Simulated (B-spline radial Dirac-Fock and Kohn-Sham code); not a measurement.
## Energy-loss ionisation edge N1 (4s) of Cd

System: atomic cadmium, configuration 1s2 2s2 2p6 3s2 3p6 3d10 4s2 4p6 4d10 5s2. These are calculated numbers from a B-spline atomic structure program; the model is the first Born approximation with generalised oscillator strengths from a Dirac-Hartree-Slater potential (longitudinal and transverse terms; continuum final states only, so no white lines or fine structure). The edge is taken at 109.8 eV (tabulated value).

Input file task.json (cfg lists n, l and occupation; rrms is the nuclear radius in fm):

```json
{"items": [{
  "Z": 48,
  "q": 0,
  "cfg": [[1, 0, 2], [2, 0, 2], [2, 1, 6], [3, 0, 2], [3, 1, 6], [3, 2, 10], [4, 0, 2], [4, 1, 6], [4, 2, 10], [5, 0, 2]],
  "A": 114,
  "rrms": 4.6087,
  "do": "eels",
  "beams": [[60, 20], [60, 50], [80, 20], [100, 20], [120, 5], [120, 50], [120, 100], [200, 5], [200, 20], [200, 100], [300, 5], [300, 10], [300, 50], [300, 100]],
  "edges": {"N1": 109.8}
}]}
```

Run with: `python xray2_run.py task.json out`

Edge shape dσ/dE in barn per eV:

```
E − edge (eV)  60 kV, 20 mrad  120 kV, 50 mrad  300 kV, 50 mrad
            1             120              131             80.1
            3             115              129             78.7
            6             107              125             76.2
           10            99.5              120             73.3
           15            92.2              117             71.2
           20            87.5              118             72.0
           30            80.9              129             78.5
           40            72.5              127             77.7
           50            63.6              112             68.8
           65            52.9             85.3             53.6
           80            45.0             66.3             42.4
          100            37.0             50.7             33.0
          125            29.4             39.3             26.2
          150            23.6             32.0             21.7
          200            15.5             22.4             15.9
          250            10.5             15.9             12.0
          300            7.30             11.5             9.37
```

For the first setting the maximum lies 1 eV above the edge. The intensity 300 eV above the edge is 6.1 % of the maximum.
